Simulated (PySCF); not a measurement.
Species: C6H10FO (doublet state).
Geometry (GFN2-xTB, Å), atoms numbered from 1 in this order:
```xyz
18
C6H10FO angstrom
C      2.507    0.011    0.440
C      1.108   -0.446    0.486
C      0.261    0.214   -0.601
C     -0.229    1.643   -0.336
O     -1.596    1.242   -0.490
C     -1.242   -0.126   -0.696
C     -1.864   -1.023    0.368
F     -1.518   -2.333    0.147
H      2.990    0.190   -0.500
H      3.086    0.098    1.338
H      0.690   -0.256    1.477
H      1.053   -1.535    0.320
H      0.764    0.107   -1.562
H      0.057    2.396   -1.073
H     -0.033    2.022    0.671
H     -1.560   -0.482   -1.684
H     -2.955   -0.955    0.311
H     -1.529   -0.760    1.374
```

The hyperfine couplings belong to this conformer and change with its torsions.

The species is `[C@@H]1(C[CH2])CO[C@@H]1CF` [radical].

Level of theory: PySCF, UKS B3LYP, pcH-1 on C F H O, non-relativistic, mean-field spin-orbit, GIAO. Geometry: GFN2-xTB, one conformer, isolated molecule. Couplings are sensitive to structure, and on GFN2-xTB geometries they can be far from those on DFT ones. Stability of the SCF solution: not tested.

**Question.** Give the principal g shifts and their parts.

**Answer.** 
```tsv
Δg (ppm)	1	2	3
relativistic mass correction	-135	-135	-135
gauge correction	8	38	16
orbital Zeeman/spin–orbit	-33	579	775
total	-161	482	656
```

So g = 2.00216, 2.00280, 2.00298 and g_iso = 2.00265; the tensor is rhombic: the two nearest values differ by 21 % of g3 − g1. Axes: g2 points within 5° of the C1–C2 bond.

**Question.** What effective moment and Curie constant follow for a powder?

**Answer.** With the mean of g² = 4.0106 and S(S+1) = 0.75: μ_eff = √(⟨g²⟩S(S+1)) = 1.734 μB and χT = 0.12505·⟨g²⟩·S(S+1) = 0.376 cm³ K/mol (cgs; spin-Hamiltonian part alone).

**Question.** How much does each term add to the isotropic shift?

**Answer.** The orbital-Zeeman/spin–orbit term 440, the mass correction -135 and the gauge correction 21 ppm, for a total of 326 ppm. The orbital-Zeeman/spin–orbit term is the largest in size. The mass correction is the same along every axis, so the anisotropy comes from the other two: their spans along these axes are 31 (gauge) and 808 ppm (orbital Zeeman/spin–orbit).

**Question.** What are the electron Larmor frequencies g μB B/h along the three axes at 1200 mT?

**Answer.** 33.6272, 33.6380, 33.6410 GHz for g1, g2 and g3, a range of 13.7 MHz.

**Question.** In a frozen sample, at which fields do the three g values resonate at 9.5, 34, 94 and 263 GHz (hyperfine left aside), and which band first spreads them over more than twice a line width of 0.3 mT?

**Answer.** 
| band | GHz | B(g3) mT | B(g2) mT | B(g1) mT | spread mT |
| --- | --- | --- | --- | --- | --- |
| X | 9.5 | 338.87 | 338.90 | 339.01 | 0.14 |
| Q | 34.0 | 1212.81 | 1212.91 | 1213.30 | 0.49 |
| W | 94.0 | 3353.06 | 3353.35 | 3354.42 | 1.37 |
| J | 263.0 | 9381.42 | 9382.23 | 9385.25 | 3.83 |

The spread grows in proportion to the frequency. W band is the first where it exceeds 0.6 mT.

The largest Mulliken spin populations are on C1 (+1.08), C2 (-0.09) and H12 (+0.06). No atom but C1 exceeds +0.15. The positive populations add up to 1.18 and the negative ones to -0.18, together 2S = 1. The angles at C1 add up to 359.8°, so it is planar; its axial dipolar tensor and the negative couplings of its protons fit spin in a p orbital normal to that plane.

The HOMO–LUMO gaps are 6.95 eV among the α and 5.32 eV among the β orbitals.

On Arm Neoverse V1, one thread, no GPU, on a shared host, this took 1.7 min (grids of density and orbitals included) and 0.96 GiB of memory at its peak.
